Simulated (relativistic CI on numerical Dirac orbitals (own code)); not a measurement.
# Energy levels of Ga⁶⁺

Computed by Dirac-Coulomb-Breit CI, orbitals from a KLI potential per configuration, model QED (radiative potential, 1s self-energy scaled to tabulated hydrogen-like ionisation energies), unscaled Slater integrals (own radial code, finite nucleus).

CI space (outside the closed core [Ne]): 3s²3p⁶3d⁷, 3s²3p⁶3d⁶4s, 3s²3p⁵3d⁸, 3s²3p⁶3d⁶4p, 3s²3p⁴3d⁹, 3s²3p⁶3d⁶4d, 3s3p⁶3d⁸, 3s²3p⁶3d⁶5s, 3s²3p⁶3d⁶5p, 3s²3p⁶3d⁶4f, 3s²3p⁶3d⁶5d, 3s²3p⁶3d⁵4s², 3s²3p⁶3d⁶5f, 3s²3p⁶3d⁶5g, 3p⁶3d⁹, 3s²3p⁵3d⁷4s. Levels of other configurations are missing.

The lowest level is 3s²3p⁶3d⁷ ⁴F9/2, with 99 % of that term; Hund's rules for 3s²3p⁶3d⁷ give ⁴F with J = 9/2, in agreement.

```csv
No.,Configuration,Term,J,E (cm⁻¹),%,Next component (%),Landé g,jj configuration (%)
1,3s²3p⁶3d⁷,⁴F,9/2,0,99,1 ²G,1.332,3d5/2^3 (56)
2,3s²3p⁶3d⁷,⁴F,7/2,2706,100,,1.237,3d3/2^3 3d5/2^4 (83)
3,3s²3p⁶3d⁷,⁴F,5/2,4569,99,,1.029,3d3/2^2 3d5/2^5 (68)
4,3s²3p⁶3d⁷,⁴F,3/2,5802,99,1 ²D,0.402,3d3/2^2 3d5/2^5 (35)
5,3s²3p⁶3d⁷,⁴P,3/2,27557,78,21 ²P,1.645,3d5/2^3 (51)
6,3s²3p⁶3d⁷,⁴P,5/2,27641,98,1 ²D,1.594,3d3/2^3 3d5/2^4 (58)
7,3s²3p⁶3d⁷,⁴P,1/2,29340,91,8 ²P,2.501,3d3/2^3 3d5/2^4 (75)
8,3s²3p⁶3d⁷,²G,9/2,29937,96,3 ²H,1.105,3d5/2^3 (41)
9,3s²3p⁶3d⁷,²G,7/2,32449,99,,0.889,3d3/2^3 3d5/2^4 (51)
10,3s²3p⁶3d⁷,²P,3/2,34522,63,20 ⁴P,1.322,3d3/2^2 3d5/2^5 (51)
11,3s²3p⁶3d⁷,²P,1/2,36702,91,8 ⁴P,0.834,3d3/2^2 3d5/2^5 (75)
12,3s²3p⁶3d⁷,²D,5/2,38865,98,1 ⁴P,1.204,3d3/2^3 3d5/2^4 (46)
13,3s²3p⁶3d⁷,²H,11/2,41840,100,,1.090,3d3/2^3 3d5/2^4 (100)
14,3s²3p⁶3d⁷,²D,3/2,43151,82,16 ²P,0.895,3d3/2 3d5/2^6 (65)
15,3s²3p⁶3d⁷,²H,9/2,44225,96,3 ²G,0.915,3d3/2^2 3d5/2^5 (69)
16,3s²3p⁶3d⁷,²F,5/2,65943,99,1 ²D,0.858,3d3/2^3 3d5/2^4 (60)
17,3s²3p⁶3d⁷,²F,7/2,66959,99,,1.142,3d3/2^3 3d5/2^4 (65)
18,3s²3p⁶3d⁷,²D,3/2,99061,99,1 3s²3p⁴3d⁹ ²D,0.799,3d3/2^3 3d5/2^4 (87)
19,3s²3p⁶3d⁷,²D,5/2,100636,99,1 3s²3p⁴3d⁹ ²D,1.198,3d3/2^2 3d5/2^5 (65)
20,3s²3p⁶3d⁶4s,⁶D,9/2,374012,99,,1.555,3d3/2^3 3d5/2^3 4s (47)
21,3s²3p⁶3d⁶4s,⁶D,7/2,375745,99,,1.587,3d3/2^3 3d5/2^3 4s (52)
22,3s²3p⁶3d⁶4s,⁶D,5/2,376973,99,,1.657,3d3/2^2 3d5/2^4 4s (58)
23,3s²3p⁶3d⁶4s,⁶D,3/2,377808,99,1 ⁴P,1.866,3d3/2^3 3d5/2^3 4s (34)
24,3s²3p⁶3d⁶4s,⁶D,1/2,378296,99,1 ⁴P,3.332,3d3/2^2 3d5/2^4 4s (47)
25,3s²3p⁶3d⁶4s,⁴D,7/2,389543,99,1 ²F,1.427,3d3/2^3 3d5/2^3 4s (48)
26,3s²3p⁶3d⁶4s,⁴D,5/2,391536,99,,1.371,3d3/2^2 3d5/2^4 4s (45)
27,3s²3p⁶3d⁶4s,⁴D,3/2,392780,99,1 ²P,1.200,3d3/2^2 3d5/2^4 4s (48)
28,3s²3p⁶3d⁶4s,⁴D,1/2,393491,99,1 ²P,0.004,3d3/2^2 3d5/2^4 4s (38)
29,3s²3p⁶3d⁶4s,⁴H,13/2,415338,99,1 ²I,1.229,3d3/2^3 3d5/2^3 4s (69)
30,3s²3p⁶3d⁶4s,⁴H,11/2,416005,96,3 ⁴G,1.136,3d3/2^3 3d5/2^3 4s (61)
31,3s²3p⁶3d⁶4s,⁴H,9/2,416536,93,5 ⁴G,0.985,3d3/2^3 3d5/2^3 4s (47)
32,3s²3p⁶3d⁶4s,⁴H,7/2,417024,94,3 ⁴G,0.686,3d3/2^3 3d5/2^3 4s (36)
33,3s²3p⁶3d⁶4s,⁴P,5/2,418677,98,1 ⁴D,1.597,3d5/2^2 4s (37)
34,3s²3p⁶3d⁶4s,⁴F,9/2,420721,83,8 ⁴G,1.294,3d5/2^2 4s (47)
35,3s²3p⁶3d⁶4s,⁴F,7/2,421622,86,10 ⁴G,1.197,3d3/2^2 3d5/2^4 4s (45)
36,3s²3p⁶3d⁶4s,⁴F,5/2,422272,92,7 ⁴G,0.995,3d3/2^3 3d5/2^3 4s (53)
37,3s²3p⁶3d⁶4s,⁴P,3/2,422532,86,10 ²P,1.661,3d3/2 3d5/2^5 4s (31)
38,3s²3p⁶3d⁶4s,⁴F,3/2,422831,97,2 ⁴P,0.427,3d3/2^2 3d5/2^4 4s (44)
39,3s²3p⁶3d⁶4s,²H,11/2,423870,64,34 ⁴G,1.151,3d3/2^3 3d5/2^3 4s (86)
40,3s²3p⁶3d⁶4s,⁴P,1/2,425288,96,2 ²S,2.630,3d3/2^3 3d5/2^3 4s (34)
41,3s²3p⁶3d⁶4s,²H,9/2,425753,88,5 ⁴F,0.944,3d3/2^2 3d5/2^4 4s (56)
42,3s²3p⁶3d⁶4s,⁴G,11/2,426389,62,34 ²H,1.204,3d3/2^2 3d5/2^4 4s (75)
43,3s²3p⁶3d⁶4s,⁴G,9/2,427123,84,7 ⁴F,1.165,3d3/2^3 3d5/2^3 4s (40)
44,3s²3p⁶3d⁶4s,⁴G,7/2,427618,78,11 ⁴F,1.015,3d3/2^2 3d5/2^4 4s (54)
45,3s²3p⁶3d⁶4s,⁴G,5/2,427685,84,8 ²F,0.628,3d3/2^2 3d5/2^4 4s (51)
```

Energies count from the lowest computed level. Filled j subshells are mostly left out of the jj labels.

The mean weight of the leading LS term, summed over parents, in these 45 levels is 92 %, and that of the leading jj configuration (from the same eigenvectors) 55 %, so LS coupling describes them better.

At this charge configurations can still be misplaced by up to about 7 % of their energy. Terms inside the open d or f shell come out 10 to 20 % too wide with unscaled integrals. 3 of the 3 excited levels that our extract of the measured tables holds in this range could be paired (the sources list more); they are missed by 116 cm⁻¹ on average and 141 at most, and levels without a partner can miss by more. Some levels of the ground configuration have no partner and can miss by 10 % or more.

Landé's interval rule says that E(J) − E(J−1) = AJ with one A. For the ground term the intervals give A = -493.3, -532.2, -601.3 cm⁻¹ for J = 5/2, 7/2, 9/2; the multiplet is inverted.
